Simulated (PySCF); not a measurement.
Compound: C2H6BCl3Se.
SMILES: `C[Se+](C)[B-](Cl)(Cl)Cl`

Theory: PySCF 2.14.0, PBE0-D3(BJ)/def2-SVP geometry optimisation, gas phase.

Masses are those of the commonest isotopes; rigid-rotor values at the optimised geometry. 

Task: Give the principal moments of inertia and the rotational constants in GHz.

Result: Ia = 427.67, Ib = 610.42, Ic = 654.69 u·Å²; 505379 MHz·u·Å²/I gives 1182, 827.9 and 771.9 MHz, that is A = 1.1817, B = 0.8279, C = 0.7719 GHz.

Task: What kind of rotor is it?

Result: An asymmetric top; Ray's κ = -0.727.

Task: What does the inertial defect say?

Result: Not planar: Δ = Ic − Ia − Ib = -383.41 u·Å². For a rigid frame Δ = −2 Σ m c², so Σ m c² = 191.70 u·Å² lies off the ab plane: 6.28 from hydrogen and 185.42 from heavier atoms. The atom farthest from that plane is 1.88 Å away.

Task: List the rotational levels J(Ka,Kc) to J = 5 (cm⁻¹).

Result: Above 0(0,0):
J = 1: 1(0,1) 0.0534, 1(1,1) 0.0652, 1(1,0) 0.0670
J = 2: 2(0,2) 0.1599, 2(1,2) 0.1700, 2(1,1) 0.1756, 2(2,1) 0.2110, 2(2,0) 0.2112
J = 3: 3(0,3) 0.3192, 3(1,3) 0.3272, 3(1,2) 0.3384, 3(2,2) 0.3711, 3(2,1) 0.3721, 3(3,1) 0.4349, 3(3,0) 0.4349
J = 4: 4(0,4) 0.5307, 4(1,4) 0.5366, 4(1,3) 0.5551, 4(2,3) 0.5844, 4(2,2) 0.5874, 4(3,2) 0.6488, 4(3,1) 0.6489, 4(4,1) 0.7376, 4(4,0) 0.7376
J = 5: 5(0,5) 0.7941, 5(1,5) 0.7980, 5(1,4) 0.8256, 5(2,4) 0.8508, 5(2,3) 0.8572, 5(3,3) 0.9161, 5(3,2) 0.9165, 5(4,2) 1.0048, 5(4,1) 1.0049, 5(5,1) 1.1190, 5(5,0) 1.1190
Those of J = 1 are B + C, A + C and A + B.

Task: Which lines would a microwave search look for?

Result: The dipole components are |μa| = 5.86 D, |μb| = 0.00 D, |μc| = 0.58 D; the mirror of this Cs structure is the ac plane, so μb vanishes by symmetry (the 0.01 D computed is a residue) and there are no b-type lines. Intensities carry the squares of the components, which stand as 1.00 : 0.01 (a : c). Some lines, for components of 0.1 D or more:

| type | branch | J(Ka,Kc) | MHz | lower level (cm⁻¹) |
| --- | --- | --- | --- | --- |
| c | Q | 2(1,2) ← 2(0,2) | 304 | 0.160 |
| c | Q | 1(1,1) ← 1(0,1) | 354 | 0.053 |
| c | Q | 2(2,1) ← 2(1,1) | 1061 | 0.176 |
| a | R | 1(0,1) ← 0(0,0) | 1600 | 0.000 |
| c | R | 1(1,0) ← 0(0,0) | 2010 | 0.000 |
| a | R | 2(1,2) ← 1(1,1) | 3144 | 0.065 |
| a | R | 2(0,2) ← 1(0,1) | 3194 | 0.053 |
| a | R | 2(1,1) ← 1(1,0) | 3256 | 0.067 |
| c | R | 2(1,1) ← 1(0,1) | 3665 | 0.053 |
| c | R | 2(2,0) ← 1(1,0) | 4323 | 0.067 |
| c | R | 2(2,1) ← 1(1,1) | 4373 | 0.065 |

Task: Estimate the classical rotational partition function at 50 K, 100 K and 298.15 K.

Result: Point group Cs, symmetry number σ = 1; q = (√π/σ)·√((kT/h)³/(ABC)), k/h = 20836.6 MHz/K: 68600 at 50 K, 194000 at 100 K, 999000 at 298.15 K.

Not checked by PBE0-D3(BJ)/def2-SVP frequencies. These are rigid-rotor constants of the computed structure; measured ground-state constants (B0) also hold zero-point vibration. A rigid rotor knows nothing of internal rotation, which can split or shift real lines. Quadrupole hyperfine structure (11B, 35Cl) is left out.

Conformer computed: `[CH3:1][Se+:2]([CH3:3])[B-:4]([Cl:5])([Cl:6])[Cl:7]`: C1–Se2–B4–Cl5 170°.
